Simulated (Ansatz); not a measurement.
Stepwise reaction of `FB(O[SiH3])O[SiH3]` with hydrogen, as a gas-phase model of exchange steps in deposition or etching. ΔE in kJ/mol; ΔG adds harmonic PBE0-D4 terms to CCSD(T)/CBS, at 1 bar.

Program: Ansatz. Geometries: PBE0-D4/def2-TZVP. ΔE: electronic, gas phase. CCSD(T)/CBS adds triple-zeta CCSD(T) − MP2 to the extrapolated MP2 energy (def2 sets, frozen cores). This one scheme is used for every species. Functionals use def2-TZVPP. B3LYP here is the variant with VWN-RPA as its local correlation; programs differ in this. One conformer a species, not always the lowest.

```
step                                             reaction  PBE-D4  B3LYP-D4  ωB97M-V  CCSD(T)/CBS  ΔG(400 K)
   1  `FB(O[SiH3])O[SiH3]` + H₂ → `FBO[SiH3]` + `O[SiH3]`   102.5     109.8    107.8        106.7      102.7
   2                  `FBO[SiH3]` + H₂ → `BF` + `O[SiH3]`   134.5     136.9    135.6        133.8      131.2
```

(1) By hand: ΔE of the 2 steps together at CCSD(T)/CBS.

Results:

(1) (106.7) + (133.8) = 240.5 kJ/mol, or 120.2 kJ/mol a step.

In ΔE each step is higher than the one before. All are uphill at CCSD(T)/CBS. ΔG lies between 102.7 and 131.2 kJ/mol a step. PBE-D4 differs from CCSD(T)/CBS by -4.2 to 0.7 kJ/mol a step. Only this route is followed, and other bonds may react first. Isolated molecules leave out the surface, adducts and barriers. Largest T1 diagnostic: 0.013.
